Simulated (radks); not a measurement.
Values are calculated unless marked as measured or tabulated.
Ir4+, configuration [Xe] 4f14 5d3 6d2 (not the ground configuration). Code: a radial shooting solver on a logarithmic mesh with Libxc functionals. Model: scalar-relativistic Kohn-Sham, PBE, spin-unpolarised, spherical densities, finite nucleus; Fermi nuclear charge, rms radius 5.4032 fm. Some entries of the table are withheld. Estimate them.

orbital,occ.,eigenvalue (eV),r(max) (bohr)
1s,2,-76164.60,0.01082
2s,2,-13377.75,0.06230
2p,6,(1),0.05138
3s,2,-3177.820,0.1757
3p,6,-2667.582,0.1745
3d,10,-2105.095,0.1421
4s,2,-727.8710,0.3972
4p,6,(2),0.4174
4d,10,-354.5543,0.4262
5s,2,-159.8393,0.8871
4f,14,-125.5835,0.3948
5p,6,-115.2441,0.9923
5d,3,-62.5883,(3)
6d,2,-25.1304,3.153

Answer. 
(1) 2p eigenvalue (eV): -11633.75
(2) 4p eigenvalue (eV): -560.4471
(3) 5d r(max) (bohr): 1.213
